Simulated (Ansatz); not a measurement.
C₃H₉O₃Si, doublet, geometry from GFN2-xTB. Base run: PBE/STO-3G (Ansatz, a program for electronic structure).

The Ansatz input:
Ansatz 0.2 input:
```yaml
crystal:
  periodic: [false, false, false]
  atoms:
    - {symbol: C, position_ang: [2.59041717, -0.43015737, 0.21283822]}
    - {symbol: O, position_ang: [1.29001178, -0.35706475, 0.70058504]}
    - {symbol: Si, position_ang: [-0.01592990, -0.09844419, -0.23473829]}
    - {symbol: C, position_ang: [-0.01923305, 1.94632614, -0.21150278]}
    - {symbol: O, position_ang: [-0.11813903, -0.40803273, -1.72964782]}
    - {symbol: O, position_ang: [-1.18007409, -0.36298798, 0.87069506]}
    - {symbol: C, position_ang: [-2.53470170, -0.44244735, 0.56579521]}
    - {symbol: H, position_ang: [3.15906055, -1.08992391, 0.87110618]}
    - {symbol: H, position_ang: [2.61378923, -0.82099755, -0.80498669]}
    - {symbol: H, position_ang: [3.05406604, 0.56103127, 0.22325465]}
    - {symbol: H, position_ang: [-0.94864208, 2.23880866, -0.67009650]}
    - {symbol: H, position_ang: [0.83712847, 2.24309092, -0.79307905]}
    - {symbol: H, position_ang: [0.05170204, 2.22047767, 0.82805768]}
    - {symbol: H, position_ang: [-3.00458209, -1.10470425, 1.29558429]}
    - {symbol: H, position_ang: [-2.99727137, 0.54652023, 0.63999851]}
    - {symbol: H, position_ang: [-2.69551594, -0.83372921, -0.43934515]}
basis:
  gaussian:
    orbitals: STO-3G
hamiltonian:
  xc: pbe
magnetization: {spin_polarized: true, initial_magnetization: 1}
```

The bond that is stretched is that between atoms 14 and 7. A test that says stable can miss a lower solution.

Variants of this job, named by their change:

| change | ΔE vs base (kcal/mol) | <S^2> | stability test says |
|---|---|---|---|
| base | 0.000 | 0.754 | minimum |
| spin_polarized = on; lower_state_search = off | 0.000 | 0.754 | undecided (no full test) |
| spin_polarized = on; lower_state_search = standard | 0.000 | 0.754 | minimum |
| bond × 1.25 | 16.33 | 0.754 | minimum |
| spin_polarized = on; lower_state_search = off; bond × 1.25 | 16.33 | 0.754 | undecided (no full test) |
| spin_polarized = on; lower_state_search = standard; bond × 1.25 | 16.33 | 0.754 | minimum |
| bond × 1.5 | 49.46 | 0.754 | minimum |
| spin_polarized = on; lower_state_search = off; bond × 1.5 | 49.46 | 0.754 | undecided (no full test) |
| spin_polarized = on; lower_state_search = standard; bond × 1.5 | 49.46 | 0.754 | minimum |
| bond × 1.8 | 87.0 | 0.758 | minimum |
| spin_polarized = on; lower_state_search = off; bond × 1.8 | 87.0 | 0.758 | undecided (no full test) |
| spin_polarized = on; lower_state_search = standard; bond × 1.8 | 87.0 | 0.758 | minimum |
| bond × 2.2 | 114.5 | 1.341 | minimum |
| spin_polarized = on; lower_state_search = off; bond × 2.2 | 114.5 | 1.341 | undecided (no full test) |
| spin_polarized = on; lower_state_search = standard; bond × 2.2 | 114.5 | 1.341 | minimum |
| bond × 3.0 | 121.7 | 1.522 | minimum |
| spin_polarized = on; lower_state_search = off; bond × 3.0 | 121.7 | 1.522 | undecided (no full test) |
| spin_polarized = on; lower_state_search = standard; bond × 3.0 | 121.7 | 1.522 | minimum |

On stretching, the SCF can end on different states; <S^2> shows the spin contamination of each.
